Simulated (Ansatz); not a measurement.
Compare A (`[SiH3][N]1[CH2][AlH]1`) with its isomer B (`[AlH2]/[N]=C\[SiH3]`).

Program: Ansatz. Geometries: PBE0-D4/def2-TZVP. ΔE: electronic, gas phase. CCSD(T)/CBS is the MP2 limit (def2-TZVPP, def2-QZVPP) plus CCSD(T) − MP2 in def2-TZVPP, frozen cores. DFT in def2-TZVPP. B3LYP here is the variant with VWN-RPA as its local correlation; programs differ in this.

A:

```xyz
10

Si   -1.487   -0.491    0.007
N     0.005    0.338    0.058
C     1.362   -0.343   -0.141
Al    1.272    1.528    0.182
H    -1.702   -1.157   -1.312
H    -1.558   -1.561    1.046
H    -2.589    0.481    0.240
H     1.613   -1.071    0.634
H     1.505   -0.771   -1.135
H     1.579    3.047    0.421
```

B:

```xyz
10

Al    1.601   -0.453    1.809
N     0.120   -0.277    0.893
C    -0.900   -0.131    0.188
Si   -0.835    0.453   -1.622
H     2.097    0.811    2.617
H     2.308   -1.864    1.763
H    -1.899   -0.346    0.614
H    -1.443   -0.584   -2.499
H    -1.630    1.703   -1.767
H     0.581    0.689   -1.996
```

(1) Which is lower in electronic energy at CCSD(T)/CBS, and by how much? (Estimate.)

(2) Give E(B) − E(A) in kcal/mol with B2PLYP, B3LYP-D4, PBE0-D4, CCSD(T)/def2-TZVPP, MP2/def2-TZVPP, LDA (SPW92), HF/def2-TZVPP. (Best estimate.)

(3) Does the order hold for the free energy at 298.15 K (harmonic terms from PBE0-D4)? (Estimate.)

Largest T1 diagnostic: 0.015.

## Answers

(1) The calculation gave: B, by 0.0 kcal/mol. So small a gap doesn't settle the order.

(2) Computed: B2PLYP -2.2, B3LYP-D4 -4.0, PBE0-D4 0.6, CCSD(T)/def2-TZVPP -1.1, MP2/def2-TZVPP 2.5, LDA (SPW92) 3.5, HF/def2-TZVPP -7.3. The order is the other way round with PBE0-D4, MP2/def2-TZVPP, LDA (SPW92).

(3) Computed: Yes: G(B) − G(A) = -4.1 kcal/mol.

From PBE to PBE0 (25 % exact exchange), in def2-TZVPP and without D4, E(B) − E(A) moves by +2.1 kcal/mol. Leaving LDA and LC-ωPBE aside and taking each functional with its dispersion term where it has one, the values, not all of them listed here, spread over 8.6 kcal/mol, from BLYP-D4 to PBE-QIDH. LDA lies +5.2 kcal/mol from PBE without D4.
